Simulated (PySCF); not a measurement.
Excitations are Tamm–Dancoff values on a coarser integration grid. The basis has no diffuse functions, so Rydberg states are missing or too high.

Species: CH₃F₂In, SMILES `[CH3][In]([F])[F]` (charge 0, multiplicity 1).

**Question.** What is the computed S1 excitation (TDA), T1 excitation (TDA), HOMO, S1–T1 gap (TDA), brightest of the four lowest singlets (TDA), dipole moment, LUMO and HOMO–LUMO gap (PBE-D3(BJ)/def2-TZVP // B3LYP-D3(BJ)/def2-TZVP (PySCF))?

**Answer.** 
| Item | Value |
|---|---|
| S1 excitation (TDA) | 5.54 eV |
| T1 excitation (TDA) | 4.67 eV |
| HOMO | -7.73 eV |
| S1–T1 gap (TDA) | 0.87 eV |
| brightest of the four lowest singlets (TDA) | 5.54 eV |
| dipole moment | 4.52 D |
| LUMO | -2.70 eV |
| HOMO–LUMO gap | 5.03 eV |
